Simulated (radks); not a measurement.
Values are calculated unless marked as measured or tabulated.
Sn+, configuration [Kr] 4d10 5s2 5p1.

Code: a radial shooting solver on a logarithmic mesh with Libxc functionals. Model: Dirac Kohn-Sham, RPBE, spin-unpolarised, spherical densities, finite nucleus; open shells fill j = l - 1/2 first; Fermi nuclear charge, rms radius 4.6519 fm.

Energy parts (hartree):
| part | energy |
|---|---|
| total | -6178.93081 |
| kinetic | 6505.98391 |
| electron-nucleus | -14984.48277 |
| Hartree | 2464.92860 |
| exchange-correlation | -165.36055 |

Orbitals (lengths in bohr, moments of r in powers of bohr; r(max) is where P^2 peaks; r(90%) holds 90 % of the orbital's charge):
| orbital | occ. | eigenvalue (hartree) | r(max) | <r^2> | r(90%) | <1/r> |
|---|---|---|---|---|---|---|
| 1s1/2 | 2 | -1065.832 | 0.01877 | 0.001143 | 0.0522 | 53.09 |
| 2s1/2 | 2 | -161.1015 | 0.1062 | 0.01851 | 0.194 | 12.31 |
| 2p1/2 | 2 | -150.4854 | 0.08180 | 0.01376 | 0.173 | 12.29 |
| 2p3/2 | 4 | -142.0108 | 0.08632 | 0.01507 | 0.181 | 11.45 |
| 3s1/2 | 2 | -31.32431 | 0.3077 | 0.1315 | 0.499 | 4.352 |
| 3p1/2 | 2 | -27.01400 | 0.2941 | 0.1265 | 0.497 | 4.260 |
| 3p3/2 | 4 | -25.46621 | 0.3044 | 0.1350 | 0.512 | 4.053 |
| 3d3/2 | 4 | -17.85646 | 0.2494 | 0.1160 | 0.493 | 3.899 |
| 3d5/2 | 6 | -17.53698 | 0.2524 | 0.1185 | 0.498 | 3.845 |
| 4s1/2 | 2 | -5.20569 | 0.7461 | 0.7588 | 1.19 | 1.705 |
| 4p1/2 | 2 | -3.77371 | 0.7723 | 0.8569 | 1.27 | 1.588 |
| 4p3/2 | 4 | -3.49630 | 0.7968 | 0.9166 | 1.32 | 1.521 |
| 4d3/2 | 4 | -1.25805 | 0.8817 | 1.406 | 1.69 | 1.229 |
| 4d5/2 | 6 | -1.21977 | 0.8913 | 1.444 | 1.72 | 1.212 |
| 5s1/2 | 2 | -0.64605 | 1.987 | 6.064 | 3.40 | 0.5581 |
| 5p1/2 | 1 | -0.38444 | 2.370 | 9.353 | 4.29 | 0.4473 |
| 5p3/2 | 0 | -0.36390 | 2.461 | 10.09 | 4.46 | 0.4287 |

The highest occupied level is 5p1/2 at -10.461 eV. Summed over all electrons, <r^2> = 45.02 bohr^2, which gives a Langevin (diamagnetic) susceptibility term of -35.7 x 10^-6 cm^3/mol. The electron density at the nucleus is 1.913e+05 e/bohr^3. For comparison, the ionisation energy in NIST's Atomic Spectra Database is 14.633 eV (measured). In exact Kohn-Sham theory the highest level is minus the ionisation energy, but local and semilocal functionals leave it too shallow, through self-interaction and a potential that decays too fast; potentials with the right tail come closer.

Beside tabulated values, note that spin-unpolarised runs miss the spin-polarisation part of the exchange energy of open shells.
